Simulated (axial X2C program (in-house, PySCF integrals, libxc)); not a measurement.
**GeH⁺: cheaper levels and CCSD(T), two-component**

Computed with an axial X2C code built on PySCF integrals. Two-component (2c) means X2C with spin–orbit coupling and atomic mean-field two-electron Coulomb and Gaunt terms. Basis: Ge dyall-cv3z [9s9p7d4f1g], H dyall-v3z [6s2p1d] (cores contracted in-house); Gaussian nuclei, density fitting, unrestricted open shells. Masses: Ge 73.921 u, H 1.008 u.

State: Ω = 0 (closed shell); fragments Ge+ + H.

| level | Re (Å) | ωe (cm⁻¹) | De (eV) |
| --- | --- | --- | --- |
| PBE0 | 1.585 | 1995.3 | n/a |
| HF | 1.566 | 2123.8 | n/a |
| MP2 | 1.558 | 2088.3 | 2.79 |
| CCSD | 1.569 | 2026.4 | 2.96 |
| B3LYP | 1.588 | 1971.8 | n/a |

Correlated methods: 14 electrons correlated (number of frozen shells: Ge 3 s, 2 p; H none), 168 virtual spin orbitals or spinors in MP2, 90 natural virtuals in coupled cluster.

CCSD(T), same Hamiltonian and basis:

Re = 1.570 Å, ωe = 2006.3 cm⁻¹, De = 2.97 eV; T1 = 0.011 (Lee–Taylor normalisation).

Question: Give the differences from CCSD(T) in the columns below.

Answer: 

```json
{"level": "PBE0", "ΔRe (Å)": "0.015", "Δωe (cm⁻¹)": "-11", "ΔDe (eV)": "n/a"}
{"level": "HF", "ΔRe (Å)": "-0.004", "Δωe (cm⁻¹)": "118", "ΔDe (eV)": "n/a"}
{"level": "MP2", "ΔRe (Å)": "-0.012", "Δωe (cm⁻¹)": "82", "ΔDe (eV)": "-0.18"}
{"level": "CCSD", "ΔRe (Å)": "-0.001", "Δωe (cm⁻¹)": "20", "ΔDe (eV)": "-0.01"}
{"level": "B3LYP", "ΔRe (Å)": "0.018", "Δωe (cm⁻¹)": "-34", "ΔDe (eV)": "n/a"}
```

One determinant describes the state; a PBE0 search over occupations chose it and may have missed a lower one. Closed shells are restricted here (equal orbitals for both partners); the stretched side of such a curve lies too high. De is counted from the lowest determinant-based energies of the atoms at the same level, without counterpoise correction. De is not given where an atomic determinant may have missed its ground term or J level, or where the truncated virtual space spoils (T). Coupled cluster ran in a truncated set of natural virtual spinors; the MP2 energy of the rest was added. (T) has no such correction and the atoms are truncated less, which lowers De at CCSD(T) by a hundredth of an eV or more. Without a current term, density functionals place determinants with orbital angular momentum somewhat too high.
